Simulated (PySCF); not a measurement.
Bi(I)3, BiI3, SMILES [I][Bi]([I])[I], B3LYP/def2-SVP optimised geometry.

```
4

Bi    -1.13    -1.40     0.00
I      1.72    -1.40     0.00
I     -1.72     1.40     0.00
I     -1.70    -2.11    -2.71
```

Density from PySCF 2.14.0 with B3LYP/def2-TZVP, def2 effective core potentials past Kr at that geometry. The core electrons that the potentials of Bi, I replace are not part of the density.

Minimum of the electron density along straight lines between bonded atoms, close to the bond critical point (lines longer than 1.1 times the sum of covalent radii, or with two minima, are not listed):

```json
[
 {"bond": "Bi1–I2", "length / Å": "2.856", "ρ at the minimum / e bohr⁻³": "0.057", "∇²ρ there / e bohr⁻⁵": "0.04", "position (fraction from the first atom)": "0.48"},
 {"bond": "Bi1–I3", "length / Å": "2.856", "ρ at the minimum / e bohr⁻³": "0.057", "∇²ρ there / e bohr⁻⁵": "0.04", "position (fraction from the first atom)": "0.48"},
 {"bond": "Bi1–I4", "length / Å": "2.856", "ρ at the minimum / e bohr⁻³": "0.057", "∇²ρ there / e bohr⁻⁵": "0.04", "position (fraction from the first atom)": "0.48"}
]
```
